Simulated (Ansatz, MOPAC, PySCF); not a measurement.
Pair of molecules: HCl (SMILES Cl) (first 2 atoms) with C2H2 (SMILES C#C); geometry from B3LYP-D3(BJ)/def2-TZVP.
(charge 0, multiplicity 1):
```csv
atom,x (Å),y (Å),z (Å)
Cl,-0.1177,0.5380,-0.4665
H,-0.1237,0.3436,0.8106
C,-0.5520,-0.4199,3.0345
C,0.2943,0.4182,3.1616
H,-1.3033,-1.1646,2.9261
H,1.0456,1.1617,3.2784
```

Counterpoise-corrected where a basis set is named; no monomer relaxation.

Cores are frozen in the correlated methods. The state that PM3 reach isn't checked.

Programs: Ansatz (a program for electronic structure); MOPAC for PM3 (differences of heats of formation); PySCF for the dispersion terms. Each number belongs to the level named beside it.

Question: One of these levels gives -85.8 meV for the interaction energy. Which?
A. B3LYP-D4/def2-TZVPPD
B. PBE-D4/def2-TZVPPD
C. PM3
D. CCSD(T)/aug-cc-pV(T+d)Z

Answer: C, PM3. The others give -162.4 (PBE-D4/def2-TZVPPD), -138.4 (B3LYP-D4/def2-TZVPPD), -116.0 (CCSD(T)/aug-cc-pV(T+d)Z)
